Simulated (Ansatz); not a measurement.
Coupled-cluster run, `C[Si@H]1N[C@@H]1[GaH2]`.

```yaml
crystal:
  periodic: [false, false, false]
  atoms:
    - {symbol: C, position_ang: [-1.887495, 0.706043, 1.010980]}
    - {symbol: Si, position_ang: [-0.227380, 0.771239, 0.178465]}
    - {symbol: N, position_ang: [1.198650, 0.148096, 0.912436]}
    - {symbol: C, position_ang: [0.696607, -0.798079, -0.157748]}
    - {symbol: Ga, position_ang: [1.661055, -0.975086, -1.827705]}
    - {symbol: H, position_ang: [-2.692136, 0.737269, 0.271878]}
    - {symbol: H, position_ang: [-1.989070, -0.213621, 1.590521]}
    - {symbol: H, position_ang: [-2.020433, 1.557470, 1.683437]}
    - {symbol: H, position_ang: [-0.032473, 1.985018, -0.646438]}
    - {symbol: H, position_ang: [1.192881, -0.245943, 1.843461]}
    - {symbol: H, position_ang: [0.122697, -1.659203, 0.195774]}
    - {symbol: H, position_ang: [1.141005, -2.019620, -2.884871]}
    - {symbol: H, position_ang: [2.836082, 0.006418, -2.170181]}
basis:
  gaussian: {orbitals: def2-TZVPP}
correlation: {method: ccsd_t}
```

```sh
$ ansatz run in.yaml --threads 2 --pin off --events-out ev --progress --plain --max-ram 22528MiB --backend cuda --devices 0, --max-vram 18GiB
```

Log, shortened:

```
Functional definition: HF
1735 factors; integrals over basis functions are off by at most 9.6e-4 eV
mean field evaluation 1: about -63861.0519 eV, gradient 4.4e1 eV
mean field evaluation 2: about -63861.3145 eV, gradient 4.4e1 eV
mean field evaluation 4: about -63866.0838 eV, gradient 5.1e0 eV
mean field evaluation 8: about -63866.1747 eV, gradient 3.3e-1 eV
mean field evaluation 16: about -63866.1755 eV, gradient 1.7e-6 eV
mean field -63866.17550294 eV, -2347.0386596846 hartree, gradient 1.7e-6 eV, S^2 0.000000; 0 other end points of the search recorded, 0 dependent functions left out
17 core orbitals not correlated: weight in the atoms' cores, before any rotation towards them, 1.000 or more for the frozen orbitals, at most 0.000 for the correlated occupied ones
reference -63866.17550294 eV, -2347.0386596846 hartree; 19, 19 occupied and 259, 259 virtual orbitals, 1735 factors
second order -24.76848925 eV of doubles, -0.00000000 eV of singles
cycle   1  -24.91158908 eV  change   -1.4e-1 eV  update   1.2e-1
cycle   2  -25.68251895 eV  change   -7.7e-1 eV  update   3.7e-2
cycle   3  -25.82176197 eV  change   -1.4e-1 eV  update   1.8e-2
cycle   4  -25.80896182 eV  change    1.3e-2 eV  update   4.4e-3
cycle   5  -25.80867416 eV  change    2.9e-4 eV  update   2.3e-3
cycle   6  -25.80877463 eV  change   -1.0e-4 eV  update   8.0e-4
cycle   7  -25.80850206 eV  change    2.7e-4 eV  update   4.3e-4
cycle   8  -25.80851608 eV  change   -1.4e-5 eV  update   1.5e-4
cycle   9  -25.80857512 eV  change   -5.9e-5 eV  update   6.0e-5
cycle  10  -25.80856264 eV  change    1.2e-5 eV  update   2.4e-5
perturbative correction -1.11527862 eV, -0.0409857334 hartree
Total energy: -63893.09934420 eV, -2348.0280926013 hartree
```

It took 4.4 s on 2 threads of an AMD EPYC 7R13 on a shared host and a share of an NVIDIA H100 80 GB, with 0.84 GiB of host memory at the peak.

MP2 recovers 92.0 % of the CCSD(T) correlation energy and the triples give 4.1 %; T1 = 0.0129.
